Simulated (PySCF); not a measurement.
Delta-SCF ions had no search for a lower state. Excitations are Tamm–Dancoff values on a coarser integration grid. The basis has no diffuse functions, so Rydberg states are missing or too high.

Species: CHNO, SMILES `N#CO` (charge 0, multiplicity 1).

**Question.** What is the computed vertical ionisation energy (Delta-SCF), LUMO, HOMO–LUMO gap, dipole moment and T1 excitation (TDA) (PySCF 2.14.0 with ωB97X-D3(BJ)/def2-TZVP // B3LYP-D3(BJ)/def2-TZVP)?

**Answer.** 
The vertical ionisation energy (Delta-SCF) comes out as 12.05 eV. The LUMO comes out as 1.54 eV, the HOMO–LUMO gap comes out as 13.10 eV and the dipole moment is 0.838 e·Å. The T1 excitation (TDA) is 6.92 eV.
